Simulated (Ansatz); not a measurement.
Process, species as SMILES: [BH]F (BH-F) → B atom + F atom + H atom
B3LYP-D3(BJ)/def2-TZVP geometries, fixed; electronic energies without zero-point terms.

Basis-set convergence of the atomisation energy at MP2 with Ansatz (a first-principles code). Cartesian d functions, on some or all atoms, in 6-31G*, 6-31G**; all else is spherical. Cores are frozen. Open shells are unrestricted. No added dispersion term, no relativity. Functions are those of the species that has most. Reference: Hartree-Fock in aug-cc-pVQZ plus the correlation part extrapolated as X^-3 from aug-cc-pVTZ and aug-cc-pVQZ, 243.32 kcal/mol, itself unsure by roughly 0.75 kcal/mol (a third of the extrapolation step and of the last Hartree-Fock step).

```
basis            functions  atomisation energy (kcal/mol)
---------------  ---------  -----------------------------
6-31G                   20                              …
def2-SV(P)              30                         227.87
6-31G*                  32                         228.02
def2-SVP                33                              …
6-31G**                 35                         232.56
6-311+G**               50                         227.51
aug-pcseg-1             55                              …
def2-TZVPP              76                         237.95
jun-cc-pV(T+d)Z         92                         237.84
def2-QZVPP             144                              …
aug-cc-pVQZ            206                         241.61
aug-pcseg-3            219                         242.62
cc-pV5Z                237                         242.12
```

Problem. What belongs in the gaps?

Solution. 
- 6-31G, atomisation energy (kcal/mol): 200.27
- def2-SVP, atomisation energy (kcal/mol): 233.76
- aug-pcseg-1, atomisation energy (kcal/mol): 231.47
- def2-QZVPP, atomisation energy (kcal/mol): 241.00
